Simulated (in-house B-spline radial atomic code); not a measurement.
Si⁴⁺. Computed with a B-spline radial atomic code. Model: all-electron spherical atom, spin shells full or empty, radial basis limit, no spin-orbit coupling: exact exchange with a local potential (Slater, KLI or optimised effective potential, whose far tail is KLI's), no correlation.

Exchange potential has not reached -1/r at the last radius.

The run also made RPA and GW results, which its time includes.

The Slater potential averages the orbital exchange potentials with the orbital densities as weights, KLI adds orbital constants, and the optimised effective potential minimises the exact-exchange energy among local potentials. So their energies lie above Hartree-Fock in the order OEP, KLI, Slater. All fall off as −1/r, unlike LDA and GGA exchange.

Command:
```bash
python run_gw.py task.json out
```
Settings (lengths in bohr, energies in hartree):
```
Z                      14
electrons              10
configuration          [He] 2s2 2p6
hamiltonian            nr
method                 slater
lmax                   9
spin_polarised         False
box_radius             11.96
intervals              65
```

Cost of the run: 1.7 s on 1 thread of Arm Neoverse N1, on a shared host.

Given: hamiltonian non-relativistic; mean-field start Slater potential.

Computed: energy above Hartree-Fock 42.634 millihartree; virial ratio -E/T less 1 -0.016679.

| radius (bohr) | r times exchange potential (hartree bohr) |
| --- | --- |
| 0.00357 | -0.049931 |
| 0.00425 | -0.059404 |
| 0.00505 | -0.070522 |
| 0.00601 | -0.083821 |
| 0.00715 | -0.099551 |
| 0.0085 | -0.11807 |
| 0.0101 | -0.13984 |
| 0.012 | -0.16541 |
| 0.0143 | -0.19591 |
| 0.017 | ? |
| 0.0202 | -0.27149 |
| 0.0241 | -0.31909 |
| 0.0286 | -0.37146 |
| 0.0341 | -0.43158 |
| 0.0405 | -0.49604 |
| 0.0482 | -0.56576 |
| 0.0573 | -0.63753 |
| 0.0682 | -0.70925 |
| 0.0811 | -0.77587 |
| 0.0965 | -0.83235 |
| 0.115 | -0.8712 |
| 0.136 | -0.88313 |
| 0.162 | ? |
| 0.193 | -0.83811 |
| 0.23 | -0.84667 |
| 0.273 | -0.91568 |
| 0.325 | -1.0302 |
| 0.386 | -1.1566 |
| 0.46 | -1.2725 |
| 0.547 | -1.3552 |
| 0.65 | -1.396 |
| 0.773 | -1.3954 |
| 0.92 | -1.3623 |
| 1.09 | -1.3124 |
| 1.3 | -1.2552 |
| 1.55 | -1.2015 |
| 1.84 | -1.1559 |

Question: What belongs in the row 0.017?

Answer: r times exchange potential (hartree bohr): -0.231.

Question: What belongs in the row 0.162?

Answer: r times exchange potential (hartree bohr): -0.86588.

```csv
occupied,level (hartree),Hartree-Fock level (hartree)
1s,-69.905,-70.823
2s,-7.902,-8.0747
2p,-6.3392,-6.1929
```

```csv
empty,level (hartree)
3s,-2.386
3p,-2.0246
3d,-1.5562
4s,?
4p,-1.0155
```

Question: What belongs in the row 4s?

Answer: level (hartree): -1.1446.

The highest level, 2p, differs from Hartree-Fock by -4 eV and the deepest, 1s, by +25 eV: the Slater potential lacks the response part and is deeper than the optimised one throughout, so the top level comes too deep.
